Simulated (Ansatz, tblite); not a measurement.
Cost and result up the ladder for PtSe₂⁺ (3 atoms). Total charge 1; doublet. Geometry: PBE-D4/def2-TZVP.

```
atom    x (Å)    y (Å)    z (Å)
 Pt1   1.1139   0.1968   0.8032
 Se2  -0.2493   0.7813  -1.0436
 Se3  -0.8646  -0.9781   0.2404
```

Ansatz on 4 threads of Arm Neoverse V2 on a shared host; xTB runs through tblite on one thread. Times are rough, summed over both states, and most runs start from the orbitals of an earlier one. ωB97X-V/def2-TZVP serves as the yardstick here, not as an exact answer. Differences are given only for rows in sets of like size (and for xTB, whose basis is part of the method), since another set adds its own error. The other state is a quartet at its own geometry.

In the def2 sets Pt takes a core potential; there is no spin–orbit coupling. The xTB rows come from tblite. LC-ωPBE has ω = 0.4 bohr⁻¹. Correlated methods freeze 18 core orbitals; core or outer-core shells of Pt, Se are correlated, in sets that lack core-valence functions. The rows differ in basis, and correlated rows in double-zeta sets carry the largest basis error. In CCSD on the charge 1 quartet the largest single amplitude is 0.21, so its Hartree–Fock determinant may place the open shell otherwise than the density functionals do. The structure comes from a short search, and lower isomers may exist.

Run but left out: MP2/def2-SVP, MP2/def2-TZVP (doublet: ⟨S²⟩ 1.01, where a pure state has 0.75).

Correlated methods converge slowly with the basis, most of all in double-zeta sets.

xTB has no spin-polarisation term.

```json
{"level": "GFN1-xTB", "functions": "27", "wall time": "0.004 s", "quartet − doublet (eV)": "1.66", "difference from ωB97X-V/def2-TZVP (eV)": "0.63", "remarks": "–"}
{"level": "GFN2-xTB", "functions": "27", "wall time": "0.004 s", "quartet − doublet (eV)": "1.17", "difference from ωB97X-V/def2-TZVP (eV)": "0.14", "remarks": "–"}
{"level": "PBE-D4/def2-TZVP", "functions": "136", "wall time": "5 s", "quartet − doublet (eV)": "0.81", "difference from ωB97X-V/def2-TZVP (eV)": "-0.22", "remarks": "–"}
{"level": "revPBE-D4/def2-TZVP", "functions": "136", "wall time": "5 s", "quartet − doublet (eV)": "0.79", "difference from ωB97X-V/def2-TZVP (eV)": "-0.24", "remarks": "–"}
{"level": "RPA@PBE/def2-TZVP", "functions": "136", "wall time": "8.7 s", "quartet − doublet (eV)": "0.87", "difference from ωB97X-V/def2-TZVP (eV)": "-0.16", "remarks": "–"}
{"level": "PBE0-D4/def2-TZVP", "functions": "136", "wall time": "9.2 s", "quartet − doublet (eV)": "0.86", "difference from ωB97X-V/def2-TZVP (eV)": "-0.17", "remarks": "–"}
{"level": "r2SCAN-D4/def2-TZVP (with forces)", "functions": "136", "wall time": "13 s", "quartet − doublet (eV)": "0.74", "difference from ωB97X-V/def2-TZVP (eV)": "-0.29", "remarks": "–"}
{"level": "LC-ωPBE/def2-TZVP", "functions": "136", "wall time": "16 s", "quartet − doublet (eV)": "0.90", "difference from ωB97X-V/def2-TZVP (eV)": "-0.13", "remarks": "–"}
{"level": "r2SCAN0-D4/def2-TZVP", "functions": "136", "wall time": "19 s", "quartet − doublet (eV)": "0.76", "difference from ωB97X-V/def2-TZVP (eV)": "-0.27", "remarks": "–"}
{"level": "B97M-V/def2-TZVP", "functions": "136", "wall time": "21 s", "quartet − doublet (eV)": "0.84", "difference from ωB97X-V/def2-TZVP (eV)": "-0.19", "remarks": "–"}
{"level": "CCSD(T)/def2-SVP", "functions": "96", "wall time": "22 s", "quartet − doublet (eV)": "0.80", "difference from ωB97X-V/def2-TZVP (eV)": "–", "remarks": "spin-contaminated (⟨S²⟩ 1.01) (doublet), spin-contaminated (⟨S²⟩ 3.90) (quartet)"}
{"level": "ωB97X-V/def2-TZVP", "functions": "136", "wall time": "32 s", "quartet − doublet (eV)": "1.03", "difference from ωB97X-V/def2-TZVP (eV)": "0.00", "remarks": "–"}
```
